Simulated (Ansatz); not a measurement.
C$_{2}$H$_{10}$GeSi, SMILES `C[SiH](C)[GeH3]`. Charge 0, multiplicity 1. Correlated methods include outer-core shells of Ge, which these sets cover unevenly. Scalar relativity is left out up to krypton.

```
atom   x (Å)   y (Å)   z (Å)
  C1   1.564   0.987  -0.302
 Si2  -0.022   0.025  -0.575
  C3  -1.525   1.076  -0.179
 Ge4  -0.024  -1.938   0.776
  H5   2.439   0.383  -0.550
  H6   1.583   1.884  -0.928
  H7   1.654   1.301   0.741
  H8  -0.092  -0.410  -2.001
  H9  -1.542   1.973  -0.803
 H10  -2.450   0.522  -0.355
 H11  -1.514   1.391   0.867
 H12  -1.309  -2.765   0.581
 H13   0.064  -1.576   2.273
 H14   1.172  -2.854   0.456
```

Q: Give the diagnostics of a CCSD(T)/def2-TZVPP run (frozen core, Ansatz 0.2.0). (Estimate.)

A: Ansatz gave: T1 = 0.0109, largest single amplitude 0.016, largest double 0.024, (T) share of the correlation energy 3.5 %, 8 CCSD cycles. The RHF solution is stable towards an unrestricted one. T1 lies under the customary mark of 0.02 for closed shells.
